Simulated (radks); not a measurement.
The numbers below are computed, except where a source is named.
Ionisation ladder of praseodymium, from Pr22+ to Pr43+. Each ion is in the ground configuration listed by NIST, and IE = E(next ion) - E(this ion). Code: a radial shooting solver on a logarithmic mesh with Libxc functionals. Model: scalar-relativistic Kohn-Sham, PBE, spin-unpolarised, spherical densities, point nucleus.

[
 {"species": "Pr22+", "configuration": "[Kr] 4d1", "E (hartree)": "-9029.7737", "IE, Delta-SCF (eV)": "661.78", "<r> HOMO (bohr)": "0.611", "IE, NIST (eV)": "663", "kind": "theory", "error (eV)": "-1.2"},
 {"species": "Pr23+", "configuration": "[Kr]", "E (hartree)": "-9005.4538", "IE, Delta-SCF (eV)": "813.13", "<r> HOMO (bohr)": "0.591", "IE, NIST (eV)": "803", "kind": "theory", "error (eV)": "+10.1"},
 {"species": "Pr24+", "configuration": "[Ar] 3d10 4s2 4p5", "E (hartree)": "-8975.5719", "IE, Delta-SCF (eV)": "851.78", "<r> HOMO (bohr)": "0.586", "IE, NIST (eV)": "840", "kind": "theory", "error (eV)": "+11.8"},
 {"species": "Pr25+", "configuration": "[Ar] 3d10 4s2 4p4", "E (hartree)": "-8944.2695", "IE, Delta-SCF (eV)": "890.77", "<r> HOMO (bohr)": "0.581", "IE, NIST (eV)": "880", "kind": "theory", "error (eV)": "+10.8"},
 {"species": "Pr26+", "configuration": "[Ar] 3d10 4s2 4p3", "E (hartree)": "-8911.5342", "IE, Delta-SCF (eV)": "930.06", "<r> HOMO (bohr)": "0.576", "IE, NIST (eV)": "920", "kind": "theory", "error (eV)": "+10.1"},
 {"species": "Pr27+", "configuration": "[Ar] 3d10 4s2 4p2", "E (hartree)": "-8877.3551", "IE, Delta-SCF (eV)": "969.59", "<r> HOMO (bohr)": "0.571", "IE, NIST (eV)": "985", "kind": "theory", "error (eV)": "-15.4"},
 {"species": "Pr28+", "configuration": "[Ar] 3d10 4s2 4p1", "E (hartree)": "-8841.7232", "IE, Delta-SCF (eV)": "1009.3", "<r> HOMO (bohr)": "0.566", "IE, NIST (eV)": "1028", "kind": "theory", "error (eV)": "-18.7"},
 {"species": "Pr29+", "configuration": "[Ar] 3d10 4s2", "E (hartree)": "-8804.6310", "IE, Delta-SCF (eV)": "1133.2", "<r> HOMO (bohr)": "0.549", "IE, NIST (eV)": "1124", "kind": "theory", "error (eV)": "+9.2"},
 {"species": "Pr30+", "configuration": "[Ar] 3d10 4s1", "E (hartree)": "-8762.9849", "IE, Delta-SCF (eV)": "1174.7", "<r> HOMO (bohr)": "0.545", "IE, NIST (eV)": "1170", "kind": "semi-emp.", "error (eV)": "+4.8"},
 {"species": "Pr31+", "configuration": "[Ar] 3d10", "E (hartree)": "-8719.8153", "IE, Delta-SCF (eV)": "2028.9", "<r> HOMO (bohr)": "0.240", "IE, NIST (eV)": "2019", "kind": "theory", "error (eV)": "+9.9"},
 {"species": "Pr32+", "configuration": "[Ar] 3d9", "E (hartree)": "-8645.2548", "IE, Delta-SCF (eV)": "2122.7", "<r> HOMO (bohr)": "0.237", "IE, NIST (eV)": "2108", "kind": "theory", "error (eV)": "+14.7"},
 {"species": "Pr33+", "configuration": "[Ar] 3d8", "E (hartree)": "-8567.2485", "IE, Delta-SCF (eV)": "2218.0", "<r> HOMO (bohr)": "0.234", "IE, NIST (eV)": "2202", "kind": "theory", "error (eV)": "+16.0"},
 {"species": "Pr34+", "configuration": "[Ar] 3d7", "E (hartree)": "-8485.7403", "IE, Delta-SCF (eV)": "2314.7", "<r> HOMO (bohr)": "0.232", "IE, NIST (eV)": "2304", "kind": "theory", "error (eV)": "+10.7"},
 {"species": "Pr35+", "configuration": "[Ar] 3d6", "E (hartree)": "-8400.6750", "IE, Delta-SCF (eV)": "2413.0", "<r> HOMO (bohr)": "0.230", "IE, NIST (eV)": "2400", "kind": "theory", "error (eV)": "+13.0"},
 {"species": "Pr36+", "configuration": "[Ar] 3d5", "E (hartree)": "-8311.9982", "IE, Delta-SCF (eV)": "2512.8", "<r> HOMO (bohr)": "0.227", "IE, NIST (eV)": "2501", "kind": "theory", "error (eV)": "+11.8"},
 {"species": "Pr37+", "configuration": "[Ar] 3d4", "E (hartree)": "-8219.6562", "IE, Delta-SCF (eV)": "2613.9", "<r> HOMO (bohr)": "0.225", "IE, NIST (eV)": "2628", "kind": "theory", "error (eV)": "-14.1"},
 {"species": "Pr38+", "configuration": "[Ar] 3d3", "E (hartree)": "-8123.5965", "IE, Delta-SCF (eV)": "2716.5", "<r> HOMO (bohr)": "0.223", "IE, NIST (eV)": "2729", "kind": "theory", "error (eV)": "-12.5"},
 {"species": "Pr39+", "configuration": "[Ar] 3d2", "E (hartree)": "-8023.7674", "IE, Delta-SCF (eV)": "2820.4", "<r> HOMO (bohr)": "0.221", "IE, NIST (eV)": "2838", "kind": "theory", "error (eV)": "-17.6"},
 {"species": "Pr40+", "configuration": "[Ar] 3d1", "E (hartree)": "-7920.1189", "IE, Delta-SCF (eV)": "2925.7", "<r> HOMO (bohr)": "0.218", "IE, NIST (eV)": "2941", "kind": "theory", "error (eV)": "-15.3"},
 {"species": "Pr41+", "configuration": "[Ar]", "E (hartree)": "-7812.6022", "IE, Delta-SCF (eV)": "3270.2", "<r> HOMO (bohr)": "0.245", "IE, NIST (eV)": "3227", "kind": "theory", "error (eV)": "+43.2"},
 {"species": "Pr42+", "configuration": "[Ne] 3s2 3p5", "E (hartree)": "-7692.4237", "IE, Delta-SCF (eV)": "3364.9", "<r> HOMO (bohr)": "0.243", "IE, NIST (eV)": "3319", "kind": "theory", "error (eV)": "+45.9"},
 {"species": "Pr43+", "configuration": "[Ne] 3s2 3p4", "E (hartree)": "-7568.7653", "IE, Delta-SCF (eV)": "3460.1", "<r> HOMO (bohr)": "0.242", "IE, NIST (eV)": "3419", "kind": "theory", "error (eV)": "+41.1"}
]

Reference values: NIST Atomic Spectra Database (exp. = measured, semi-emp. = semi-empirical, theory = theoretical value adopted there). The ionisation energy per charge of the ion left behind rises most, in proportion, at Pr31+ ([Ar] 3d10), from 37.894 to 63.403 eV. Spin polarisation and multiplet splitting are left out, so open shells lie too high by an amount that depends on their filling. Spin-orbit splitting is averaged out at the scalar-relativistic level.

Beside tabulated values, note that spin-unpolarised runs miss the spin-polarisation part of the exchange energy of open shells.
